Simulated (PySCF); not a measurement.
Copper: a sound run and one with changed settings

Sound run: Cu⁺ [Ar] 3d10, Cu²⁺ [Ar] 3d9. All numbers are calculated (PySCF 2.14, the non-relativistic Hamiltonian (point nucleus), in 6-31G* (5s4p2d1f, 34 functions)). The sound run starts from symmetry-adapted Hartree-Fock orbitals and uses a fine grid where one is needed.

Changed run: initial guess 1e, at most 2 SCF cycles. This setting is unsound on purpose.

```tsv
species	method	sound run (hartree)	changed run (hartree)	converged
Cu⁺	UHF	-1638.35038	-1632.73185	no
Cu⁺	TPSS	-1639.83193	-1630.49318	no
Cu⁺	MN15	-1640.07935	-1631.34310	no
Cu²⁺	UHF	-1637.78888	-1635.11108	no
Cu²⁺	TPSS	-1639.19109	-1633.67987	no
Cu²⁺	MN15	-1639.42282	-1634.49488	no
```

The SCF was stopped early; the energies are upper bounds that still move, and correlated levels were skipped or rest on poor orbitals.
